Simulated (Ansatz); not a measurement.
`BC(B)(C)F` + `C1[SiH2]S1` → `BC1[SiH2]S1` + `BC(C)F`  (formal exchange of groups at a B–C bond)

Calculated with Ansatz (gas phase, PBE0-D4/def2-TZVP geometries, no zero-point term in ΔE). CBS: MP2 limit from def2 TZ/QZ plus the TZ coupled-cluster correction, frozen cores. Functionals use def2-TZVPP. B3LYP here is the variant with VWN-RPA as its local correlation; programs differ in this.

`BC(B)(C)F`:

```xyz
12

B    -1.041    0.133   -1.337
C    -0.257    0.562   -0.119
B    -0.398   -0.559    0.979
C     1.188    0.096    0.133
F    -0.428    1.849    0.362
H    -2.004    0.748   -1.680
H    -0.728   -0.880   -1.889
H    -0.498   -1.708    0.684
H    -0.502   -0.168    2.100
H     1.607   -0.480   -0.686
H     1.280   -0.563    1.054
H     1.780    0.969    0.398
```

`C1[SiH2]S1`:

```xyz
7

C    -0.783    0.479   -0.203
Si    0.790   -0.436    0.064
S    -0.660   -0.168    1.539
H    -1.586    0.020   -0.773
H    -0.776    1.563   -0.258
H     2.057    0.319    0.165
H     0.958   -1.777   -0.535
```

`BC1[SiH2]S1`:

Z-matrix (Å, degrees):
```
C
Si 1 1.892
S 1 1.859 2 66.9
B 1 1.507 2 104.6 3 -119.4
H 1 1.088 2 111.8 3 106.4
H 2 1.476 1 120.1 3 106.9
H 2 1.477 1 115.7 3 -110.2
H 4 1.196 1 120.7 2 61.8
H 4 1.198 1 118.7 2 -113.3
```

`BC(C)F`:

Cartesian coordinates in Å:
```
B 0.955 1.073 0.219
C -0.147 0.029 0.557
C -0.595 -0.799 -0.639
F 0.217 -0.842 1.588
H 2.006 1.081 0.784
H 0.714 1.886 -0.625
H -1.020 0.597 0.925
H -1.375 -1.499 -0.334
H 0.237 -1.373 -1.052
H -0.992 -0.152 -1.423
```

```
             level  ΔE (kcal/mol)  difference from CCSD(T)/CBS
           ωB97X-V           -8.6                          0.8
              PBE0           -6.8                          2.6
             B3LYP          -10.2                         -0.8
     HF/def2-TZVPP          -17.0                         -7.6
    MP2/def2-TZVPP           -9.0                          0.4
     HF/def2-QZVPP          -17.0                         -7.6
    MP2/def2-QZVPP           -8.9                          0.5
SCS-MP2/def2-QZVPP          -10.8                         -1.4
      HF/CBS(def2)          -17.0                         -7.6
     MP2/CBS(def2)           -8.9                          0.5
       CCSD(T)/CBS           -9.4                            0
```

Largest T1 diagnostic among the species: 0.013.

From PBE to PBE0 (25 % exact exchange), in def2-TZVPP and without D4, ΔE moves by −1.2 kcal/mol. In def2-TZVPP, CCSD(T) changes the Hartree–Fock value by +7.5 kcal/mol (the triples alone add +1.0 kcal/mol) and MP2 by +8.0 kcal/mol.
